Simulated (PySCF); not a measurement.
# How methods differ on the excitation energy of S⁺

S⁺ [Ne] 3s2 3p3 (4S) → S⁺ [Ne] 3s1 3p4 (4P), as a difference of total energies. Calculation: PySCF 2.14, in x2c-QZVPPall; scalar relativity by spin-free X2C-1e. Correlated levels: valence: [Ne] frozen; valence and next inner shell: 1s2 frozen. The calculations carry no spin-orbit coupling.

```csv
method,excitation energy (cm⁻¹)
UHF,84825
LDA,84038
PBE0,84223
r2SCAN,80791
wB97M-V,86435
revPBE,82212
B2PLYP,84749
ROHF,85470
MP2 (valence),84839
SCS-MP2 (valence),84873
MP2 (valence and next inner shell),85703
SCS-MP2 (valence and next inner shell),85538
```

Problem. Estimate what PBE gives.

Solution. 83138 cm⁻¹, closest to LDA among the rows shown.

Problem. Estimate what B3LYP gives.

Solution. 84399 cm⁻¹, closest to PBE0 among the rows shown.

Errors of the correlated levels include the incompleteness of this basis and the frozen core.

For comparison: 79610 cm⁻¹ (measured; NIST levels, between the centres of gravity of the two terms).
